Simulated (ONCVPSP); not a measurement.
**magnesium (Mg), ONCV: configuration errors across variants**

- Element: Mg
- Generator: ONCVPSP 4.0.1
- Type: optimised norm-conserving Vanderbilt (ONCV)
- Functional: PBE
- Relativity: scalar-relativistic
- Frozen core: [He]
- Valence charge: 10
- Reference configuration: 2s2 2p6 3s1.75 3p0.25
- Partial waves: 2s+3s: rc 1.30 bohr, ncon 4, nbas 7, qcut 7.4 1/bohr, 3 projectors, debl 1.2 Ha; 2p+3p: rc 1.40 bohr, ncon 3, nbas 8, qcut 10.3 1/bohr, 2 projectors
- Local potential: polynomial inside 1.00 bohr (lpopt 4, dvloc0 -1 Ha)
- Core correction: Teter function, fcfact 2.5, rcfact 1.8

All-electron excitation energies from the reference (eV): (1) 2s2 2p6 3s2 3p0 -0.851; (2) 2s2 2p6 3s1 3p0 7.109; (3) 2s2 2p6 3s1 3p1 2.640.

1 further variants failed, have other tests or too few solved ones, and are left out.

Errors AE − PS in meV (a dash: test not solved or not reliable):

| change | (1) | (2) | (3) | bound ghosts | GHOST(+) flags above zero |
| --- | --- | --- | --- | --- | --- |
| base | 0.0 | -0.3 | -0.2 | none | none |
| s: qcut 6.3 | 0.0 | -0.3 | -0.2 | none | none |
| core correction none | 0.0 | -0.3 | -0.2 | none | none |
| local potential polynomial inside 1.05 bohr (lpopt 5, dvloc0 0 Ha) | 0.0 | -0.3 | -0.2 | none | none |

Q: Give the same row for: s: qcut 8.8; p: qcut 12.3.

A: 0.0, -0.2, -0.2; bound ghosts: none; GHOST(+) flags above zero: none.
